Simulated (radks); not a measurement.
Ionisation of neutral caesium, [Xe] 6s1, to [Xe] as the strength of local exchange is varied. All-electron calculation, Dirac Kohn-Sham, Slater X-alpha exchange (alpha = 2/3 is LDA exchange), no correlation, spin-unpolarised, spherical densities, finite nucleus; Fermi nuclear charge, rms radius 4.8041 fm. Program: a radial shooting solver on a logarithmic mesh with Libxc functionals.

| alpha | E(Cs) (hartree) | exchange (hartree) | IE (eV) | -e of the level emptied (eV) | <r> of it (bohr) |
|---|---|---|---|---|---|
| 0.613 | -7764.0203 | -166.2635 | 3.170 | 1.440 (6s1/2) | 6.020 |
| 0.656 | -7775.6914 | -178.1793 | 3.301 | 1.558 (6s1/2) | 5.896 |
| 0.667 | -7778.6797 | -181.2328 | 3.335 | 1.588 (6s1/2) | 5.866 |
| 0.731 | -7796.0877 | -199.0417 | 3.537 | 1.772 (6s1/2) | 5.696 |
| 0.912 | -7845.5184 | -249.8037 | 4.138 | 2.334 (6s1/2) | 5.276 |
| 0.973 | -7862.2434 | -267.0431 | 4.351 | 2.539 (6s1/2) | 5.152 |

NIST Atomic Spectra Database: 3.894 eV (measured). The Delta-SCF value meets it near alpha = 0.84. Spin polarisation and multiplet splitting are left out, so open shells lie too high by an amount that depends on their filling.

Beside tabulated values, note that spin-unpolarised runs miss the spin-polarisation part of the exchange energy of open shells.
